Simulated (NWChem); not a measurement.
System: C2H3AlBrF; SMILES C=[CH][Al]([F])[Br]

The following NWChem deck was run.

```
start job
memory heap 200 mb stack 900 mb global 1100 mb
geometry units angstroms noautoz
  Al    -0.602808    -0.691745     0.000000
  F     -2.265171    -0.897518     0.000000
  Br     0.188956     1.426510     0.000000
  C      0.612250    -2.194926     0.000000
  C      1.951705    -2.010471     0.000000
  H      0.232823    -3.234256     0.000000
  H      2.664967    -2.855233     0.000000
  H      2.403042    -1.001823     0.000000
end
basis spherical
  * library cc-pvdz
end
dft
  xc b3lyp
  iterations 150
  mulliken
end
task dft energy
```

Structure relaxed at the PBE-D3(BJ)/def2-SVP level.

### Question
Predict the main results of this run. (B3LYP/cc-pVDZ.) Quantities: basis functions; energy (Ha); highest occupied level (eV); orbital gap (eV); dipole (D).

### Answer
| Quantity | Result |
|---|---|
| number of basis functions | 102 |
| energy (Ha) | -2994.59 |
| highest occupied level (eV) | -8.06 |
| orbital gap (eV) | 6.38 |
| dipole (D) | 2.42 |
